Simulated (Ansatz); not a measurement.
CoPt2. The state is a doublet with charge 0. Geometry PBE0-D4/def2-TZVP.

```xyz
3

Pt   -0.342   -1.371    0.147
Pt    0.131    0.606   -1.278
Co    0.210    0.765    1.132
```

In the def2 sets Pt takes a core potential; there is no spin–orbit coupling. At PBE-D4/def2-SVP, PBE-D4/def2-TZVP, BLYP-D4/def2-TZVP, PBE0-D4/def2-SVP and others the charge 0 doublet is spin-contaminated (final ⟨S²⟩ up to 1.80, 0.75 for a pure state). At PBE-D4/def2-TZVP the program marks the result for the charge 0 doublet as doubtful (asymmetric forces). The geometry of the doublet was relaxed on an unsound state (⟨S²⟩ 1.77, where a pure state has 0.75). At PBE-D4/def2-TZVP a quartet of charge 0 lies 0.58 eV below the doublet, each at its own geometry. The structure comes from a short search, and lower isomers may exist.

Estimate the α-spin orbital energies around the gap (eV) in Ansatz with PBE-D4/def2-SVP, PBE-D4/def2-TZVP, BLYP-D4/def2-TZVP, PBE0-D4/def2-SVP, BHLYP-D4/def2-TZVP.


```tsv
orbital	PBE-D4/def2-SVP	PBE-D4/def2-TZVP	BLYP-D4/def2-TZVP	PBE0-D4/def2-SVP	BHLYP-D4/def2-TZVP
HOMO−13	-7.19	-7.35	-7.22	-9.05	-10.40
HOMO−12	-6.94	-7.13	-6.96	-8.70	-9.91
HOMO−11	-6.68	-6.90	-6.73	-7.74	-9.46
HOMO−10	-6.43	-6.57	-6.48	-7.63	-9.25
HOMO−9	-6.00	-6.20	-6.10	-7.35	-9.02
HOMO−8	-5.70	-5.89	-5.76	-7.16	-8.53
HOMO−7	-5.33	-5.55	-5.44	-7.00	-7.86
HOMO−6	-5.10	-5.30	-5.18	-6.80	-7.74
HOMO−5	-4.88	-5.09	-5.01	-6.18	-7.39
HOMO−4	-4.81	-4.99	-4.90	-5.86	-7.00
HOMO−3	-4.66	-4.89	-4.80	-5.72	-6.98
HOMO−2	-4.58	-4.78	-4.67	-5.62	-6.85
HOMO−1	-4.33	-4.52	-4.41	-5.22	-6.57
HOMO	-4.24	-4.44	-4.35	-5.19	-6.55
LUMO	-3.92	-4.20	-4.11	-2.76	-1.96
LUMO+1	-3.36	-3.51	-3.51	-2.40	-1.46
LUMO+2	-3.31	-3.39	-3.38	-2.22	-1.20
LUMO+3	-1.04	-1.20	-1.15	-0.35	0.19
LUMO+4	-0.58	-0.67	-0.64	0.17	0.84
LUMO+5	0.03	-0.12	-0.10	0.82	1.41
β HOMO	-4.25	-4.47	-4.37	-5.30	-6.53
β LUMO	-3.48	-3.69	-3.64	-2.49	-1.84
```
